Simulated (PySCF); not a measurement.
Compound: C9H12BN.
Numbering: `[CH2:1]=[CH:2][c:3]1[cH:4][cH:5][c:6]([B:7]([CH3:8])[CH3:9])[n:10][cH:11]1` (hydrogens: H12, H13 on C1; H14 on C2; H15 on C4; H16 on C5; H17, H18, H19 on C8; H20, H21, H22 on C9; H23 on C11)

Structure used (PBE0-D3(BJ)/def2-SVP), in Å, numbered top down from 1:
```
atom  x, y, z in Å
C1     4.6373    0.0582   -0.2847
C2     3.6332    0.4915    0.4869
C3     2.2009    0.2962    0.2559
C4     1.6614   -0.3914   -0.8385
C5     0.2841   -0.5122   -0.9509
C6    -0.5623    0.0476    0.0237
B7    -2.1405   -0.0574   -0.0538
C8    -2.8180   -0.7128   -1.3165
C9    -2.9942    0.4756    1.1415
N10   -0.0345    0.7094    1.0744
C11    1.2770    0.8242    1.1777
H12    4.4661   -0.5099   -1.2033
H13    5.6774    0.2598   -0.0192
H14    3.8785    1.0551    1.3944
H15    2.3155   -0.8281   -1.5971
H16   -0.1468   -1.0448   -1.8015
H17   -2.6497   -0.0551   -2.1897
H18   -3.9040   -0.8527   -1.2148
H19   -2.3664   -1.6822   -1.5870
H20   -3.2950   -0.4214    1.7201
H21   -3.9377    0.9482    0.8250
H22   -2.4334    1.1293    1.8228
H23    1.6553    1.3735    2.0504
```

The calculation used PBE0-D3(BJ)/def2-SVP geometry optimisation, gas phase (PySCF 2.14.0).

Masses are those of the commonest isotopes; rigid-rotor values at the optimised geometry. The values belong to one conformer with, in the numbering `[CH2:1]=[CH:2][c:3]1[cH:4][cH:5][c:6]([B:7]([CH3:8])[CH3:9])[n:10][cH:11]1`, C1–C2–C3–C4 0°.

(1) Give the principal moments of inertia and the rotational constants in cm⁻¹.

(2) What kind of rotor is it?

(3) Is it planar, by Δ = Ic − Ia − Ib?

(4) Give the other two planar moments, Paa and Pbb, and the rms extents of the mass along the axes.

(5) Where do the levels up to J = 3 lie, in cm⁻¹?

(6) Which types of transition are allowed, and where do some lines up to J = 3 fall?

## Answers

(1) Ia = 162.06, Ib = 900.42, Ic = 1055.56 u·Å²; 505379 MHz·u·Å²/I gives 3119, 561.3 and 478.8 MHz, that is A = 0.10402, B = 0.01872, C = 0.01597 cm⁻¹.

(2) A near-prolate asymmetric top: κ = (2 × 561.3 − 3119 − 478.8)/(3119 − 478.8) = -0.94.

(3) Not planar: Δ = Ic − Ia − Ib = -6.92 u·Å². For a rigid frame Δ = −2 Σ m c², so Σ m c² = 3.46 u·Å² lies off the ab plane: 3.20 from hydrogen and 0.26 from heavier atoms. The atom farthest from that plane is 1.14 Å away.

(4) Paa = Σ m a² = (Ib + Ic − Ia)/2 = 896.96 and Pbb = Σ m b² = (Ia + Ic − Ib)/2 = 158.60 u·Å². With the mass M = 145.11 u, the rms extents √(P/M) along a, b and c are 2.49, 1.05, 0.15 Å.

(5) Above 0(0,0):
J = 1: 1(0,1) 0.0347, 1(1,1) 0.1200, 1(1,0) 0.1227
J = 2: 2(0,2) 0.1040, 2(1,2) 0.1866, 2(1,1) 0.1949, 2(2,1) 0.4508, 2(2,0) 0.4508
J = 3: 3(0,3) 0.2078, 3(1,3) 0.2865, 3(1,2) 0.3030, 3(2,2) 0.5549, 3(2,1) 0.5552, 3(3,1) 0.9883, 3(3,0) 0.9883

(6) The dipole components are |μa| = 1.62 D, |μb| = 1.68 D, |μc| = 0.11 D. Intensities carry the squares of the components, which stand as 0.94 : 1.00 : 0.00 (a : b : c). Some lines, for components of 0.1 D or more:

```tsv
type	branch	J(Ka,Kc)	MHz	lower level (cm⁻¹)
a	Q	3(1,2) ← 3(1,3)	495	0.287
a	R	2(0,2) ← 1(0,1)	2078	0.035
a	R	2(1,1) ← 1(1,0)	2163	0.123
c	Q	2(1,2) ← 2(0,2)	2477	0.104
c	Q	1(1,1) ← 1(0,1)	2557	0.035
b	Q	2(1,1) ← 2(0,2)	2724	0.104
a	R	3(1,3) ← 2(1,2)	2995	0.187
a	R	3(2,1) ← 2(2,0)	3128	0.451
a	R	3(1,2) ← 2(1,1)	3243	0.195
c	R	1(1,0) ← 0(0,0)	3680	0.000
c	R	2(1,1) ← 1(0,1)	4802	0.035
c	Q	2(2,1) ← 2(1,1)	7672	0.195
b	R	2(2,1) ← 1(1,0)	9834	0.123
c	R	2(2,1) ← 1(1,1)	9917	0.120
c	R	3(2,2) ← 2(1,2)	11039	0.187
b	R	3(2,1) ← 2(1,2)	11049	0.187
c	Q	3(3,1) ← 3(2,1)	12984	0.555
b	Q	3(3,0) ← 3(2,1)	12984	0.555
c	R	3(3,0) ← 2(2,0)	16112	0.451
c	R	3(3,1) ← 2(2,1)	16114	0.451
```

No PBE0-D3(BJ)/def2-SVP frequencies stand behind this structure, so it isn't proved a minimum. No vibrational averaging or centrifugal distortion is included, and the geometry carries the error of its method. A rigid rotor knows nothing of internal rotation, which can split or shift real lines. Quadrupole hyperfine structure (11B, 14N) is left out.

Time: 4.1 min of wall time; peak memory 0.99 GiB. Hardware: Arm Neoverse V1, one thread, shared host. These figures are those of the optimisation.
